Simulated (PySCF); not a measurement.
BF2H2 (calculated)

Calculation on a computer-drawn molecule: the log of a Hartree-Fock and frozen-core CCSD(T) single point meant for a local Hartree-Fock minimum, with one planted fault or none, to be diagnosed. Offsets are logged minus clean, where the clean run is the same molecule without the fault. The reference is restricted for singlets and unrestricted otherwise, and also for a bond in bohr or an excited solution. Adding or removing an electron swaps singlet and doublet. The excited solution moves the top pair (singlet) or top alpha electron (doublet) to the lowest empty orbital. Highest occupied and lowest empty are orbital energies over both spins, largest force is the largest gradient component, triples share is (T) over the correlation energy, the T1 limit is 0.02 restricted and 0.045 unrestricted, electrons count all cores, a negative frequency is imaginary (commonest isotopes), and the dipole is about the centre of nuclear charge. Program: PySCF 2.14.0.

Common to all runs: meant charge -1; meant multiplicity 1; meant basis aug-cc-pVDZ; logged electrons 26; logged basis functions 87; logged SCF converged yes; logged spin squared 0; possible faults no fault, one electron removed, one electron added, multiplicity raised by two, geometry at a saddle point, SCF held on an excited solution, minimal basis STO-3G, one bond length entered in bohr, all coordinates scaled.

(1) BF2H2

Logged structure:
```xyz
5
BF2H2
F     -0.9218     0.2784    -0.1254
B     -2.1178    -0.5311    -0.2082
F     -2.6565    -0.3680    -1.5408
H     -2.9493    -0.1224     0.6241
H     -1.8182    -1.7268    -0.0293
```

| Quantity | Value |
| --- | --- |
| logged highest occupied | -5.2162 eV |
| logged lowest empty | 4.6977 eV |
| logged largest force | 2.568e-05 hartree/bohr |
| logged lowest frequency | 440.6 cm⁻¹ |
| logged T1 diagnostic | 0.014401 |
| logged D1 diagnostic | 0.030185 |
| logged triples share | 0.023178 |
| logged CC converged | yes |
| logged dipole magnitude | 0.90161 debye |
| logged SCF stable within its kind | yes |
| logged energy HF | -224.86298 hartree |
| logged energy CCSD(T) | -225.42417 hartree |
| planted fault | no fault |
| HF energy offset from clean run | 0 kcal/mol |
| CCSD(T) energy offset from clean run | 0 kcal/mol |

Drawn bonds:
| atom | other atom | order |
| --- | --- | --- |
| 1 | 2 | 1 |
| 2 | 3 | 1 |
| 2 | 4 | 1 |
| 2 | 5 | 1 |

(2) BF2H2

Structure as in entry 1.

| Property | Result |
| --- | --- |
| logged highest occupied | 1.1717 eV |
| logged lowest empty | -4.9074 eV |
| logged largest force | 0.18201 hartree/bohr |
| logged CC converged | no |
| logged dipole magnitude | 9.945 debye |
| logged SCF stable within its kind | no |
| logged energy HF | -224.22063 hartree |
| planted fault | ? |

Drawn bonds:
| atom | other atom | order |
| --- | --- | --- |
| 1 | 2 | 1 |
| 2 | 3 | 1 |
| 2 | 4 | 1 |
| 2 | 5 | 1 |

Notes: CCSD not converged; highest electron not bound in this basis.

Questions
1. Give the missing planted fault for BF2H2 (entry 2).

Answers
1. SCF held on an excited solution

Further results for BF2H2 (entry 2):

| Property | Result |
| --- | --- |
| HF energy offset from clean run | 403.1 kcal/mol |
